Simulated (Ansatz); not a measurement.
The cluster PbS₂⁺, relaxed as a doublet with UKS r2SCAN-D4/def2-TZVP in Ansatz, starting from the GFN1-xTB geometry. Force threshold 0.02 eV/Å.

In the def2 sets Pb takes a core potential; there is no spin–orbit coupling. The structure comes from a short search, and lower isomers may exist.

Start:

```xyz
3

Pb    1.2803   -0.3596    0.8697
S    -0.1317    0.9308   -0.8704
S    -1.1486   -0.5711    0.0007
```

```json
{"step": "1", "energy (eV)": "-26915.0123", "largest force component (eV/Å)": "0.249", "SCF passes": "21"}
{"step": "2", "energy (eV)": "-26915.0129", "largest force component (eV/Å)": "0.222", "SCF passes": "26"}
{"step": "3", "energy (eV)": "-26915.0148", "largest force component (eV/Å)": "0.063", "SCF passes": "26"}
{"step": "4", "energy (eV)": "-26915.0149", "largest force component (eV/Å)": "0.001", "SCF passes": "18"}
```

Force components are those of the run's own axes.

End:

```xyz
3

Pb    1.2906   -0.3632    0.8773
S    -0.1389    0.9308   -0.8735
S    -1.1518   -0.5676   -0.0037
```

By distances, no bond broke or formed. The bond that changes most is Pb1–S2, from 2.59 to 2.60 Å (atoms count from 1).

No frequencies were taken in this run, so the end may be a saddle point.

It took 7.5 s on 4 threads of Intel Xeon Platinum 8259CL on a shared host.
